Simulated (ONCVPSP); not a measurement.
# Before and after: ONCV potential for phosphorus (P)

| Quantity | Value |
| --- | --- |
| Element | P |
| Generator | ONCVPSP 4.0.1 |
| Type | optimised norm-conserving Vanderbilt (ONCV) |
| Functional | BLYP |
| Relativity | scalar-relativistic |
| Frozen core | [Ne] |
| Valence charge | 5 |
| Reference configuration | 3s2 3p2.5 (charge +0.5) |
| Partial waves | 3s: rc 1.40 bohr, ncon 4, nbas 7, qcut 3.8 1/bohr, 2 projectors, debl 0.8 Ha; 3p: rc 1.60 bohr, ncon 4, nbas 7, qcut 5.3 1/bohr, 2 projectors, debl 2.1 Ha |
| Local potential | polynomial inside 1.10 bohr (lpopt 5, dvloc0 2 Ha) |
| Core correction | Teter function, fcfact 3.5, rcfact 1.15 |

Change: s: rc 2.02.

Cutoffs: the cutoffs (Ha) at which the residual kinetic energy of the hardest occupied pseudo-wave falls to 1 and 0.1 mHa per electron; they do not see the model core or the augmentation charge, which bear on the density cutoff. Errors are all-electron minus pseudo energies relative to the spin-unpolarised reference configuration.

Question: How do hardness, ghosts and transferability respond?

Answer: The potential gets softer (19 Ha and 45 Ha → 7.9 Ha and 27 Ha); of the 4 tests that both files solve, the error grows in 3 and shrinks in 0 by more than 15 % and 0.3 meV (median size 1.1 → 5.2 meV); neither file shows a bound ghost. A larger radius leaves more room for a smooth pseudo-wave, so fewer plane waves are needed. More of the atom is replaced by a form fitted at one configuration, so other configurations suffer.

```tsv
quantity	base	changed
cutoff, loose	19 Ha	7.9 Ha
cutoff, tight	45 Ha	27 Ha
loose cutoff by channel	s 19 Ha, p 5.2 Ha	s 7.9 Ha, p 5.2 Ha
bound ghosts	none	none
GHOST(+) flags under 300 eV	s at 104.2 eV	s at 121.7 eV
error for 3s2 3p3, meV [ΔE -3.70 eV]	+0.7	+0.9
error for 3s2 3p2, meV [ΔE 5.88 eV]	+0.7	+1.2
error for 3s2 3p1, meV [ΔE 24.89 eV]	+19	+27
error for 3s1 3p4, meV [ΔE 4.86 eV]	+1.4	-9.1
p: phases at 1.62 bohr within 0.05 rad from the reference energy up to (Ha; the scan ends near 5)	4.4	4.4
rms error of d²Exc/dni dnj with the model core, mHa	2.84	2.23
```
